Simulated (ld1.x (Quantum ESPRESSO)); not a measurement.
# Building the ultrasoft potential for Cl (Z = 17) (PBE, scalar-relativistic).

Cl, ultrasoft, made with ld1.x (Quantum ESPRESSO) 7.5 (PBE, scalar-relativistic). Core [Ne], reference 3s2 3p5. Waves: 3s (bound): rcut 1.05, rcutus 1.45 bohr; 3s channel at 3.25 Ry: rcut 1.05, rcutus 1.45 bohr; 3p (bound): rcut 1.25, rcutus 1.55 bohr; 3p channel at 2.85 Ry: rcut 1.25, rcutus 1.55 bohr. Local part: all-electron potential smoothed inside 1.20 bohr (lloc = -1). Core correction: none. Augmentation charge: PSQ, inside the norm-conserving radii.

All-electron outer shells of the reference configuration (PBE, scalar-relativistic, ld1.x):

| shell | level (eV) | outermost node (bohr) | outermost maximum (bohr) |
| --- | --- | --- | --- |
| 2s | -252.70 | 0.12 | 0.36 |
| 2p | -191.63 | – | 0.30 |
| 3s | -20.69 | 0.55 | 1.29 |
| 3p | -8.59 | 0.53 | 1.43 |

What the tests gave:

* Cutoffs needed: 25 Ry and 35 Ry (the cutoffs (Ry, on a coarse ladder) from which the occupation-weighted sum of valence levels, in a spherical-Bessel basis at the reference potential, stays within 10 and 1 mRy of its value at 400 Ry)
* Ghost test: no extra level below or beside the all-electron valence levels (s, p, d, f tested) (spherical-Bessel basis up to 400 Ry, 20 bohr box)
* Largest excitation error: +121 meV (all-electron minus pseudo) for 3s2 3p1, out of 7 test configurations
* Lowest eigenvalue of the overlap operator: 0.44 (s channel)
* Density cutoff estimated by the generator: 185 Ry

Generation and tests took about 1.7 s on one core of a shared server CPU.
